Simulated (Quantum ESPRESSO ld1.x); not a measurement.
Question: Coherent X-ray form factor from a spherical all-electron density. All-electron calculation, scalar-relativistic Kohn-Sham, LDA (Slater exchange, VWN5 correlation), spin-polarised, spherical densities, point nucleus. Program: ld1.x of Quantum ESPRESSO 7.5.

sin(theta)/lambda (1/angstrom)  f0 (electrons)
0.05                                    40.310
0.1                                     38.468
0.15                                    35.976
0.2                                     33.303
0.25                                    30.739
0.3                                     28.418
0.4                                     24.621
0.5                                     21.784
0.6                                     19.573
0.8                                     16.003
1                                       12.945
1.25                                     9.892
1.5                                      7.835
2                                        5.806

The species is in the configuration that NIST lists as its ground one. Which atom or ion scatters so?

Answer: The molybdenum ion Mo+, [Kr] 4d5. Extrapolating in s^2 from the first two rows gives f0(0) = 40.9, near the electron count 41; among species with that count, the fall with angle is slower the higher Z, and the table is that of Z = 42; from so few rows the species is fixed only to a neighbour or two.
